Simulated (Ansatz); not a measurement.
Isomers of C2H5BO2, relaxed with PBE0-D4/def2-TZVP in Ansatz; electronic energies, one conformer each and not always the lowest. Functionals use def2-TZVPP; CBS adds triple-zeta CCSD(T) − MP2 to the MP2 limit of def2-TZVPP and def2-QZVPP.

(1) Order them by energy at frozen-core CCSD(T)/CBS, lowest first. (Best estimate.)
A. `BC(=O)OC`
B. `BOC(C)=O`
C. `BOC1CO1`
D. `CC1OB1O`
E. `B1COCO1`

(2) How do B3LYP, PBE-D4, B3LYP-D4, HF/CBS(def2) place them (kcal/mol, against `CC1OB1O`)? (Best estimate.)

## Answers

(1) D (0.0 kcal/mol), B (10.5 kcal/mol), E (19.9 kcal/mol), C (49.9 kcal/mol), A (53.2 kcal/mol).

(2) Ansatz gave: 
| isomer | B3LYP | PBE-D4 | B3LYP-D4 | HF/CBS(def2) |
| --- | --- | --- | --- | --- |
| `B1COCO1` | 20.3 | 21.1 | 19.7 | 14.9 |
| `BOC1CO1` | 49.3 | 49.4 | 49.1 | 45.3 |
| `BOC(C)=O` | 8.0 | 11.7 | 7.8 | 0.1 |
| `BC(=O)OC` | 49.1 | 50.7 | 49.0 | 44.5 |

B3LYP here is the variant with VWN-RPA as its local correlation; programs differ in this.
